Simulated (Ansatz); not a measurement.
Input and output for C₃H₉ClO₃Ti, SMILES `C[O][Ti]([Cl])([O]C)[O]C`.

```yaml
crystal:
  periodic: [false, false, false]
  atoms:
    - {symbol: C, position_ang: [0.888371, 0.381940, 2.651839]}
    - {symbol: O, position_ang: [1.076715, 0.066690, 1.307872]}
    - {symbol: Ti, position_ang: [0.482665, -0.735761, -0.151932]}
    - {symbol: Cl, position_ang: [1.692571, -2.580088, -0.538797]}
    - {symbol: O, position_ang: [0.626419, 0.366562, -1.527505]}
    - {symbol: C, position_ang: [1.148269, 1.544329, -2.058177]}
    - {symbol: O, position_ang: [-1.215325, -1.177343, 0.071195]}
    - {symbol: C, position_ang: [-2.512742, -1.206693, -0.435714]}
    - {symbol: H, position_ang: [1.615710, -0.159195, 3.264616]}
    - {symbol: H, position_ang: [1.033368, 1.455707, 2.805710]}
    - {symbol: H, position_ang: [-0.120288, 0.111299, 2.981616]}
    - {symbol: H, position_ang: [1.629862, 2.146465, -1.280428]}
    - {symbol: H, position_ang: [1.888609, 1.307332, -2.828298]}
    - {symbol: H, position_ang: [0.346966, 2.133664, -2.514585]}
    - {symbol: H, position_ang: [-2.589450, -0.615208, -1.354225]}
    - {symbol: H, position_ang: [-3.210068, -0.801202, 0.303881]}
    - {symbol: H, position_ang: [-2.800754, -2.238899, -0.656969]}
basis:
  gaussian: {orbitals: "6-311G**"}
magnetization: {spin_polarized: true, initial_magnetization: 0}
hamiltonian: {xc: {name: B3LYP}}
```

```sh
$ ansatz run in.yaml --threads 4 --pin off --events-out ev --progress --plain --max-ram 66560MiB --backend cpu
```

Shortened log:

```
Error: <dir> can't be read: No such file or directory (os error 2)
```
